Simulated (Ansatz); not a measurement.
BrHSe (SMILES [SeH]Br) moved off its minimum; all values from Ansatz (a quantum-chemistry and plane-wave program), cores frozen in correlated methods.
(charge 0, multiplicity 1)
```xyz
3

Se    -0.6150    -0.5424     0.7065
H     -1.4831    -0.9380    -0.3866
Br     0.5664     0.5379    -0.7605
```

```json
[
 {"level": "HF/def2-TZVPP", "largest force (eV/Å)": "3.44", "on atom": "Br3", "rms difference from CCSD(T)/aug-cc-pVTZ (eV/Å)": "0.282", "dipole (D)": "1.10"},
 {"level": "PBE/def2-TZVPP", "largest force (eV/Å)": "3.54", "on atom": "Br3", "rms difference from CCSD(T)/aug-cc-pVTZ (eV/Å)": "0.126", "dipole (D)": "0.92"},
 {"level": "r2SCAN/def2-TZVPP", "largest force (eV/Å)": "3.32", "on atom": "Br3", "rms difference from CCSD(T)/aug-cc-pVTZ (eV/Å)": "0.180", "dipole (D)": "0.97"},
 {"level": "B3LYP/def2-TZVPP", "largest force (eV/Å)": "3.68", "on atom": "Br3", "rms difference from CCSD(T)/aug-cc-pVTZ (eV/Å)": "0.018", "dipole (D)": "0.96"},
 {"level": "wB97M-V/def2-TZVPP", "largest force (eV/Å)": "3.23", "on atom": "Br3", "rms difference from CCSD(T)/aug-cc-pVTZ (eV/Å)": "0.228", "dipole (D)": "1.00"},
 {"level": "MP2/aug-cc-pVTZ", "largest force (eV/Å)": "3.41", "on atom": "Br3", "rms difference from CCSD(T)/aug-cc-pVTZ (eV/Å)": "0.148", "dipole (D)": "0.93"},
 {"level": "CCSD(T)/aug-cc-pVTZ", "largest force (eV/Å)": "3.68", "on atom": "Br3", "rms difference from CCSD(T)/aug-cc-pVTZ (eV/Å)": "0.000", "dipole (D)": "0.90"}
]
```

The differences count from one level among others, with limits of its own. Forces at CCSD(T)/aug-cc-pVTZ (eV/Å):

| atom | Fx | Fy | Fz |
|---|---|---|---|
| Se1 | -1.615 | -1.498 | 2.118 |
| H2 | -0.638 | -0.448 | 0.052 |
| Br3 | 2.254 | 1.945 | -2.170 |
